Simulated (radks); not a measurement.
Problem. The bromine ion Br2+, [Ar] 3d10 4s2 4p3. Calculated with a radial shooting solver on a logarithmic mesh with Libxc functionals: non-relativistic Kohn-Sham, exchange-only B88, spin-polarised, spherical densities, point nucleus. Every spin shell is full or empty, so the densities are truly spherical. Functionals are evaluated on that one density, not self-consistently. Rank these orbital-free kinetic functionals by their error against the exact value of the orbitals, and give that value: Thomas-Fermi, TF + vW, TF + vW/9, TF + vW/5, LC94, revAPBEK, Perdew 92, Thakkar, Pearson, LKT, PG1, DePristo-Kress, Ernzerhof.

Solution. Exact: 2571.38 hartree. From best to worst, with 100 (|E| - |E exact|)/|E exact| (equal figures are ties): LC94 +0.02, DePristo-Kress -0.09, revAPBEK +0.31, Ernzerhof -0.39, Thakkar -0.49, Perdew 92 -0.73, TF + vW/9 -0.74, Pearson -1.10, TF + vW/5 +3.42, Thomas-Fermi -5.95, PG1 +17.43, LKT +22.05, TF + vW +40.89.
